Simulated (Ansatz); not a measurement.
Basis-set extrapolation for `FC(F)C#CC(F)F` (PBE0-D4/def2-TZVP geometry, frozen core, the Gaussian-basis code of Ansatz). Multiplicity 1, RHF reference.

|  | def2-TZVPP | def2-QZVPP |
| --- | --- | --- |
| HF | -550.546716 | -550.569874 |
| MP2 correlation | -1.601633 | -1.738274 |
| CCSD(T) correlation | -1.675960 | not run |

Energies in hartree. Use E(X) = E(∞) + A·exp(−7.88·√X) for Hartree–Fock and E(X) = E(∞) + B·X^(−2.97) for correlation, with X = 3 and 4, and add CCSD(T) minus MP2 of the smaller set to the MP2 limit.

Question: What is the CCSD(T) energy at the basis-set limit?

Answer: HF limit: -550.569874 + (-0.023158) × 0.13774 = -550.57306. MP2 limit: -1.738274 + (-0.136641) × 0.74074 = -1.83949. Higher-order term: -1.675960 − (-1.601633) = -0.07433. Total: -552.48688 hartree, 165.8 kcal/mol below CCSD(T)/def2-TZVPP.
